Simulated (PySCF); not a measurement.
**Assigning NMR signals**

Numbering as in the mapped SMILES `[CH2:1]=[C:2]([F:3])[Si:4]1([CH:5]([F:6])[F:7])[SiH2:8][O:9][SiH2:10]1`. Hydrogens are named by the atom that carries them. Ha(C1) is cis to F3; Hb(C1) is trans to F3.

[PySCF 2.14: σ from GIAO-PBE0/pcSseg-1; GFN2-xTB geometry; relativity neglected; one conformer; rapidly exchanging positions averaged; in vacuum]

δ = σ(ref) − σ, references computed at the same level: ¹³C, ¹H against TMS.

(1) Assign these signals to the numbered atoms. ¹³C{¹H} NMR (computed): δ 174.4, 127.3, 118.2.

(2) Assign these signals to the numbered atoms. ¹H NMR (600 MHz, computed): δ 7.13 (m, 1H), 5.98 (m, 2H), 5.95 (m, 2H), 5.91 (m, 1H), 5.65 (m, 1H).

Results:

(1) 
| δ (ppm) | atoms | environment | reason |
| --- | --- | --- | --- |
| 174.4 | C2 | fully substituted alkene carbon | – |
| 127.3 | C5 | sp3 CH bonded to 2 F and Si | 2 electronegative neighbours deshield it |
| 118.2 | C1 | terminal =CH2 carbon | an sp2 carbon of a C=C bond |

(2) 
```tsv
δ (ppm)	atoms	environment	reason
7.13	H(C5)	hydrogen on an sp3 CH bonded to 2 F and Si	its carbon carries F, hence the downfield position
5.98	Hb(Si8)/Ha(Si10)	hydrogen on a silicon bonded to O, Si, in a 4-membered ring	–
5.95	Ha(Si8)/Hb(Si10)	hydrogen on a silicon bonded to O, Si, in a 4-membered ring	–
5.91	Ha(C1)	hydrogen on a terminal =CH2 carbon	olefinic region
5.65	Hb(C1)	hydrogen on a terminal =CH2 carbon	–
```

Hb(Si8)/Ha(Si10) and Ha(Si8)/Hb(Si10); Ha(Si8)/Hb(Si10) and Ha(C1) lie closer than the usual error of such a calculation, so a measured spectrum could show them in the other order.

Splittings by ¹⁹F in the carbon and heteronuclear signals aren't shown, as no couplings were computed. Shifts are as computed. Against solution values, carbons near 30 ppm lie about +3 ppm off and those near 130 ppm about +5 ppm. Of 1211 compounds with measured shifts, 218 miss one by over three times the rms of a fit or turn the order of signals round; such compounds aren't used in these exercises. Multiplicities follow the n + 1 count of equivalent neighbours, as no J values were calculated; m marks all less simple cases, F and P coupling included.
